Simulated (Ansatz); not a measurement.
`C[Si](O)(Cl)Br` + NH₃ → `C[Si](N)(O)Cl` + HBr at 500 K and 1 bar (ligand exchange at the Si–Br bond).

Computed with Ansatz on PBE0-D4/def2-TZVP structures; ΔE is electronic, products minus reactants. CCSD(T)/CBS adds triple-zeta CCSD(T) − MP2 to the extrapolated MP2 energy (def2 sets, frozen cores). This one scheme is used for every species. For Br outer-core shells are correlated without core-valence functions, which leaves a few kJ/mol of doubt a bond. Scalar relativity is left out up to krypton. Each species was taken in one conformer, which may not be the lowest.

```csv
species,CCSD(T)/CBS energy (Eh),H − E (kJ/mol),S (J/(mol·K))
`C[Si](O)(Cl)Br`,-3437.98992,191.4,433.3
NH₃,-56.50880,108.2,211.8
`C[Si](N)(O)Cl`,-920.56583,261.3,431.6
HBr,-2573.91920,30.5,213.7
```

H − E and S are ideal-gas, rigid-rotor, harmonic terms from PBE0-D4/def2-TZVP, for one conformer and one mirror image of each species. 1 Eh = 2625.50 kJ/mol, R = 8.31446 J/(mol·K).

Question: By hand: ΔE, ΔH, ΔS and ΔG.

Answer: ΔE = (-920.56583) + (-2573.91920) − (-3437.98992) − (-56.50880) = 0.01369 Eh = 35.9 kJ/mol. Δ(H − E) = 261.3 + 30.5 − 191.4 − 108.2 = -7.8, so ΔH = 28.1 kJ/mol. ΔS = 431.6 + 213.7 − 433.3 − 211.8 = 0.2 J/(mol·K). ΔG = 28.1 − 500 × (0.2)/1000 = 28.0 kJ/mol.

Question: By hand: the equilibrium constant, and the temperature at which ΔG would vanish if ΔH and ΔS stayed fixed.

Answer: log₁₀ K = −ΔG/(RT ln 10) = -2.9. ΔG = 0 at ΔH/ΔS = 140500 K, far beyond where these terms or the molecules hold.

The number of gas molecules stays the same, so ΔS is small and ΔH decides. A doubt of 5 kJ/mol in ΔE shifts log₁₀ K by 0.5 here. Other conformers and mirror images would add mixing entropy, several J/(mol·K) or more a flexible species. These are equilibria of isolated gas molecules and say nothing of rates. Largest T1 diagnostic: 0.010 (customary marks: 0.02 for closed shells, 0.045 for open ones).
